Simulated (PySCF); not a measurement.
F2GeH4OSi, SMILES O[Si](F)(F)[GeH3].

Geometry optimised at ωB97X-D3(BJ)/def2-SVP. The structure was generated by enumeration, and PubChem lists no compound with its InChIKey, so it may never have been made. One conformer was computed; it need not be the lowest.

Two levels are set side by side: PBE/def2-TZVP (PySCF) and CAM-B3LYP/def2-TZVP (PySCF). Same geometry, gas phase. Differences are taken from unrounded values.

```tsv
quantity	PBE
orbital gap (eV)	7.01
highest occupied level (eV)	-7.80
lowest empty level (eV)	-0.79
dipole moment (D)	1.04
mean polarisability (bohr³)	60.0
```

Task: These are the PBE values. What does CAM-B3LYP give? (The exact figures need the calculation; the answer reports its results.)

Result: 
| quantity | CAM-B3LYP | PBE minus CAM-B3LYP |
|---|---|---|
| orbital gap (eV) | 11.44 | -4.43 |
| highest occupied level (eV) | -10.41 | 2.62 |
| lowest empty level (eV) | 1.03 | -1.82 |
| dipole moment (D) | 1.07 | -0.04 |
| mean polarisability (bohr³) | 56.7 | 3.3 |

PBE's occupied levels lie high since its potential decays too fast outside the molecule; exact exchange lowers them and widens the gap. Loosely held outer electrons make PBE densities more polarisable. Differences between two approximate levels are no errors against the true value.

Rough cost on one machine, each run with all the roots and properties that it gave: CAM-B3LYP against PBE within a factor of 2.
